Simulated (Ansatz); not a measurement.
The same path of ClH6NO2SiTi + H2 (14 atoms, charge 0, multiplicity 1) was run twice with different band settings. Lost on the way: H13–H14. Made: Ti1–H13, N2–H14.

Computed with Ansatz 0.2.0, RKS PBE/def2-SVP.

Relaxed end points:

```xyz
14
Properties=species:S:1:pos:R:3
Ti -0.054 -0.306 -0.025
N 0.033 -0.004 1.823
H -0.785 0.109 2.434
H 0.886 -0.068 2.390
O 1.592 -0.770 -0.552
Si 2.932 -0.882 -1.568
H 2.714 -1.976 -2.575
H 3.150 0.427 -2.279
H 4.140 -1.205 -0.733
O -0.572 1.198 -0.859
H -0.855 2.051 -0.487
Cl -1.580 -1.894 -0.414
H -0.360 -3.032 3.435
H -0.335 -2.478 2.900
```

```xyz
14
Properties=species:S:1:pos:R:3
Ti -0.197 -0.861 0.210
N 0.385 -0.382 2.333
H 0.936 0.488 2.362
H 0.943 -1.130 2.764
O 1.585 -0.865 -0.152
Si 2.774 -0.922 -1.335
H 2.737 -2.239 -2.061
H 2.588 0.200 -2.324
H 4.120 -0.760 -0.677
O -1.104 0.702 0.346
H -1.529 1.125 -0.423
Cl -1.081 -1.787 -1.625
H -0.797 -2.157 1.164
H -0.456 -0.243 2.908
```

Common settings: spring 5.0 eV/Å²; optimiser quadratic models (default); start path through a guess of the saddle point; force threshold 0.05 eV/Å; iteration limit 60; end points relaxed.

| run | movable images | climbing image |
| --- | --- | --- |
| 1 | 7 | yes |
| 2 | 8 | no |

Q: What does each run give, and how far can it be trusted?

A: Run 1: converged after 36 iterations, highest image 1.067 eV above the first end. Beside the main top the profile has a ripple of under 15 meV (maxima at images 4, 7), which may be a very shallow well or noise. A vibrational analysis at the climbing image gives one clearly imaginary mode, 1035i cm⁻¹: a first-order saddle point.
Run 2: converged after 56 iterations, highest image 0.566 eV above the first end. No image climbed, so the highest image needn't sit at the top of the path.
The orbitals stay closed-shell, which can raise the energy where a bond breaks towards radicals; this wasn't checked here.
